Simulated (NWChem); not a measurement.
The numbers come from NWChem runs, not from measurements. System: Ga (+1), charge 1, spin multiplicity 1. Level: G0W0@PBE/def2-TZVP, RI basis def2-tzvp-rifit.

NWChem printed:

```
             Northwest Computational Chemistry Package (NWChem) 7.3.0
             --------------------------------------------------------

                                NWChem Input Module
                                -------------------

 Scaling coordinates for geometry "geometry" by  1.889725989
 (inverse scale =  0.529177249)

                             Geometry "geometry" -> ""
                             -------------------------

 Output coordinates in angstroms (scale by  1.889725989 to convert to a.u.)

  No.       Tag          Charge          X              Y              Z
 ---- ---------------- ---------- -------------- -------------- --------------
    1 Ga                  31.0000     0.00000000     0.00000000     0.00000000

 Effective nuclear repulsion energy (a.u.)       0.0000000000

            Nuclear Dipole moment (a.u.)
            ----------------------------
        X                 Y               Z
 ---------------- ---------------- ----------------
     0.0000000000     0.0000000000     0.0000000000

      Symmetry information
      --------------------

 Group name             D2h
 Group number             26
 Group order               8
 No. of unique centers     1

      Symmetry unique atoms

     1


 Summary of "ao basis" -> "" (spherical)
 ------------------------------------------------------------------------------
       Tag                 Description            Shells   Functions and Types
 ---------------- ------------------------------  ------  ---------------------
 *                         def2-tzvp                  on all atoms

 new library libraries.bse/

 Summary of "ri basis" -> "" (spherical)
 ------------------------------------------------------------------------------
       Tag                 Description            Shells   Functions and Types
 ---------------- ------------------------------  ------  ---------------------
 *                      def2-tzvp-rifit               on all atoms

  pbe96 is a nonlocal functional; adding pw91lda local functional.

                                 NWChem DFT Module
                                 -----------------

 Summary of "ao basis" -> "ao basis" (spherical)
 ------------------------------------------------------------------------------
       Tag                 Description            Shells   Functions and Types
 ---------------- ------------------------------  ------  ---------------------
 Ga                        def2-tzvp                16       48   6s5p4d1f

 Summary of "ao basis" -> "ao basis" (spherical)
 ------------------------------------------------------------------------------
       Tag                 Description            Shells   Functions and Types
 ---------------- ------------------------------  ------  ---------------------
 Ga                        def2-tzvp                16       48   6s5p4d1f

      Symmetry analysis of basis
      --------------------------

        ag         14
        au          1
        b1g         4
        b1u         7
        b2g         4
        b2u         7
        b3g         4
        b3u         7

            General Information
            -------------------
          SCF calculation type: DFT
          Wavefunction type:  closed shell.
          No. of atoms     :     1
          No. of electrons :    30
           Alpha electrons :    15
            Beta electrons :    15
          Charge           :     1
          Spin multiplicity:     1
          Use of symmetry is: on ; symmetry adaption is: on
          Maximum number of iterations: 100
          This is a Direct SCF calculation.
          AO basis - number of functions:    48
                     number of shells:    16
          Convergence on energy requested:  1.00D-06
          Convergence on density requested:  1.00D-05
          Convergence on gradient requested:  5.00D-04

              XC Information
              --------------
          PerdewBurkeErnzerhof Exchange Functional  1.000
            Perdew 1991 LDA Correlation Functional  1.000 local
           PerdewBurkeErnz. Correlation Functional  1.000 non-local

             Grid Information
             ----------------
          Grid used for XC integration:  medium
[...]
 d= 0,ls=0.0,diis     2  -1920.5359934244  3.03D+00  4.26D-02  1.13D+02     0.7

 !! scf_movecs_sym_adapt:   39 vectors were symmetry contaminated

  Symmetry fudging

 !! scf_movecs_sym_adapt:   38 vectors were symmetry contaminated

 d= 0,ls=0.0,diis     3  -1924.2924808958 -3.76D+00  5.39D-03  4.03D-02     0.9

 !! scf_movecs_sym_adapt:   40 vectors were symmetry contaminated

  Symmetry fudging

 !! scf_movecs_sym_adapt:   38 vectors were symmetry contaminated

 d= 0,ls=0.0,diis     4  -1924.2952849541 -2.80D-03  6.64D-04  7.85D-03     1.1

 !! scf_movecs_sym_adapt:   42 vectors were symmetry contaminated

  Symmetry fudging

 !! scf_movecs_sym_adapt:   40 vectors were symmetry contaminated

 d= 0,ls=0.0,diis     5  -1924.2956013087 -3.16D-04  5.05D-05  2.81D-05     1.3

 !! scf_movecs_sym_adapt:   42 vectors were symmetry contaminated

  Symmetry fudging

 !! scf_movecs_sym_adapt:   42 vectors were symmetry contaminated

 d= 0,ls=0.0,diis     6  -1924.2956025289 -1.22D-06  2.74D-07  2.37D-09     1.5

 !! scf_movecs_sym_adapt:   42 vectors were symmetry contaminated

  Symmetry fudging

 !! scf_movecs_sym_adapt:   42 vectors were symmetry contaminated

 d= 0,ls=0.0,diis     7  -1924.2956025289 -8.03D-11  1.06D-08  4.32D-14     1.7

         Total DFT energy =    -1924.295602528936
      One electron energy =    -2673.683100136676
           Coulomb energy =      823.853827583398
    Exchange-Corr. energy =      -74.466329975658
 Nuclear repulsion energy =        0.000000000000

 Numeric. integr. density =       29.999999999876

     Total iterative time =      1.4s

                  Occupations of the irreducible representations
                  ----------------------------------------------

                     irrep           alpha         beta
                     --------     --------     --------
                     ag                6.0          6.0
                     au                0.0          0.0
                     b1g               1.0          1.0
                     b1u               2.0          2.0
                     b2g               1.0          1.0
                     b2u               2.0          2.0
                     b3g               1.0          1.0
                     b3u               2.0          2.0

                       DFT Final Molecular Orbital Analysis
                       ------------------------------------

 Vector   13  Occ=2.000000D+00  E=-1.034653D+00  Symmetry=b3g
              MO Center= -4.3D-33, -9.1D-31,  1.4D-32, r^2= 2.4D-01
   Bfn.  Coefficient  Atom+Function         Bfn.  Coefficient  Atom+Function
  ----- ------------  ---------------      ----- ------------  ---------------
    23      0.898084  1 Ga d -1              28      0.200588  1 Ga d -1

 Vector   14  Occ=2.000000D+00  E=-1.034653D+00  Symmetry=ag
              MO Center= -1.9D-34,  3.8D-34, -6.8D-31, r^2= 2.4D-01
   Bfn.  Coefficient  Atom+Function         Bfn.  Coefficient  Atom+Function
  ----- ------------  ---------------      ----- ------------  ---------------
    24      0.898024  1 Ga d  0              29      0.200574  1 Ga d  0

 Vector   15  Occ=2.000000D+00  E=-5.891476D-01  Symmetry=ag
              MO Center= -2.6D-18, -1.8D-18, -1.5D-18, r^2= 1.6D+00
   Bfn.  Coefficient  Atom+Function         Bfn.  Coefficient  Atom+Function
  ----- ------------  ---------------      ----- ------------  ---------------
     5      0.862936  1 Ga s                  4     -0.315424  1 Ga s
     6      0.316381  1 Ga s                  3     -0.262433  1 Ga s
     2      0.113525  1 Ga s                  1     -0.035744  1 Ga s

 Vector   16  Occ=0.000000D+00  E=-3.331378D-01  Symmetry=b2u
              MO Center= -9.0D-33,  1.8D-18, -8.9D-33, r^2= 2.8D+00
   Bfn.  Coefficient  Atom+Function         Bfn.  Coefficient  Atom+Function
  ----- ------------  ---------------      ----- ------------  ---------------
    17      0.653524  1 Ga py                20      0.475628  1 Ga py
    11     -0.228138  1 Ga py                 8      0.086205  1 Ga py
    14     -0.045884  1 Ga py

 Vector   17  Occ=0.000000D+00  E=-3.331378D-01  Symmetry=b3u
              MO Center=  2.6D-18, -3.3D-32, -4.8D-32, r^2= 2.8D+00
   Bfn.  Coefficient  Atom+Function         Bfn.  Coefficient  Atom+Function
  ----- ------------  ---------------      ----- ------------  ---------------
    16      0.653524  1 Ga px                19      0.475628  1 Ga px
    10     -0.228138  1 Ga px                 7      0.086205  1 Ga px
    13     -0.045884  1 Ga px

 Vector   18  Occ=0.000000D+00  E=-3.331378D-01  Symmetry=b1u
              MO Center= -3.5D-32, -3.6D-32,  1.5D-18, r^2= 2.8D+00
   Bfn.  Coefficient  Atom+Function         Bfn.  Coefficient  Atom+Function
  ----- ------------  ---------------      ----- ------------  ---------------
    18      0.653524  1 Ga pz                21      0.475628  1 Ga pz
    12     -0.228138  1 Ga pz                 9      0.086205  1 Ga pz
    15     -0.045884  1 Ga pz

 Task  times  cpu:        1.7s     wall:        1.7s

                                NWChem Input Module
                                -------------------

                                 NWChem GW Module
                                 ----------------

                             ***********************
                             ***        GW       ***
                             ***********************

 Summary of "ri basis" -> "ri basis" (spherical)
 ------------------------------------------------------------------------------
       Tag                 Description            Shells   Functions and Types
 ---------------- ------------------------------  ------  ---------------------
 Ga                     def2-tzvp-rifit             37      159   10s9p8d5f4g1h

                 Memory Information
                 ------------------
          Available GA per process is          1700.0 MBs
          Available stack per process is        700.0 MBs
          Available heap per process is           0.0 MBs

          Peak memory in Initialization
              Peak GA per process is                  1.2 MBs
              Peak stack per process is               0.0 MBs
              Peak heap per process is                1.4 MBs
              Memory not in MA per process            0.0 MBs

          Peak memory in AFF Calculation
              Peak GA per process is                  3.4 MBs
              Peak stack per process is               1.9 MBs
              Peak heap per process is                0.0 MBs
              Memory not in MA per process            1.9 MBs

          Computing 2-center integrals
          Computing Inverse Cholesky factor
          Computing 3-center integrals
          Computing V_xc ...

          Computing Sigma_x
          Computing RPA polarizability
          Solving quasiparticle equations

                  Alpha Orbitals
          State     Energy (eV)     Error (eV)
          -----------------------------------
@GW        12        -34.258           0.004
@GW        13        -34.258           0.004
@GW        14        -34.258           0.004
@GW        15        -19.669           0.002
@GW        16         -5.730           0.002
@GW        17         -5.730           0.002

   Applying  -3.6376 eV scissor-shift to rest of particle states

   Applying   3.3347 eV scissor-shift to rest of hole states

     GW Timing Statistics
   ------------------------
   Init.   :          0.1s
     ERIs  :          0.1s
     Distr.:          0.0s
     Vxc   :          0.0s
   Sigma_x :          0.0s
   RPA     :          0.0s
   Wmn     :          0.0s
   Sigma_c :          0.0s
   GW total:          0.2s

 Task  times  cpu:        0.2s     wall:        0.2s

 Total times  cpu:        1.9s     wall:        1.9s
```

Question: Write an NWChem input that would produce this output.

Answer: Several could match; the one computed here: 
```
start mol
memory heap 200 mb stack 700 mb global 1700 mb
charge 1
geometry units angstroms nocenter noautoz
  Ga     0.000000     0.000000     0.000000
  symmetry group D2h
end
basis spherical
  * library def2-tzvp
end
basis "ri basis" bse spherical
  * library def2-tzvp-rifit
end
dft
  xc xpbe96 cpbe96
  iterations 100
  direct
  tolerances tight
end
task dft energy
gw
  states alpha occ 4 vir 2
end
task dft gw
```
